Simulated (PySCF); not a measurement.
Positional isomers: propene methyl+boryl. Gas-phase values, no solvent. One relaxed conformer stands for each flexible species; it need not be the lowest. Strings in code marks are SMILES.

The numbers are results of B3LYP-D3(BJ)/def2-TZVP // M06-2X/def2-TZVP run with PySCF, not measurements. All candidates: neutral, multiplicity 1. B3LYP has the VWN-RPA correlation part, as in Gaussian. Excitations are Tamm–Dancoff values on a coarser integration grid. The basis has no diffuse functions, so Rydberg states are missing or too high.

```yaml
HOMO–LUMO gap: 5.19 eV
S1 excitation (TDA): 5.12 eV
HOMO: -7.22 eV
```

Question: Which member has these values?
A) `BC/C=C\C`
B) `B/C(C)=C\C`
C) `B/C=C/CC`
D) `BC(=C)CC`

Answer: B, `B/C(C)=C\C`. The others give `BC/C=C\C`: 5.55 eV, 4.58 eV, -6.84 eV; `B/C=C/CC`: 5.76 eV, 5.42 eV, -7.73 eV; `BC(=C)CC`: 5.57 eV, 5.13 eV, -7.70 eV
